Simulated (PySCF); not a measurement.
Harmonic spectrum computed at B3LYP in the def2-SVP basis family (core potentials from Rb on, PySCF, no spin–orbit coupling):

```
ω (cm⁻¹)  IR (km/mol, summed over degenerate members)  degeneracy
     144                                         16.0           1
     156                                         17.1           2
     677                                          0.0           1
     714                                          333           2
```

Task: Which molecule gave it? In each, all ligands are bound to the one heavy central atom.
A. AgF₃ (singlet)
B. TiF₃ (doublet)
C. MoF₃ (quartet)
D. NbF₃ (triplet)
E. MnF₃ (quintet)

Result: C. It has D3h symmetry with Mo–F 1.858 Å (×3).
